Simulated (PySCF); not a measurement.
Correlation energy of P⁻ (phosphorus, charge -1)

[Ne] 3s2 3p4, high-spin 3P determinant. All numbers are calculated (PySCF 2.14, the non-relativistic Hamiltonian (point nucleus), in def2-QZVPPD). Frozen: [Ne]; 6 electrons correlated.

```json
{"level": "CCSD", "correlation energy (mhartree)": "-138.53"}
{"level": "(T)", "correlation energy (mhartree)": "-6.76"}
{"level": "CCSD(T)", "correlation energy (mhartree)": "-145.29"}
```

Diagnostics: T1 = 0.013, D1 = 0.0367, largest double amplitude 0.053.

Problem. Is a single reference adequate?

Solution. Yes: T1 lies below 0.03 and no double amplitude reaches 0.07.
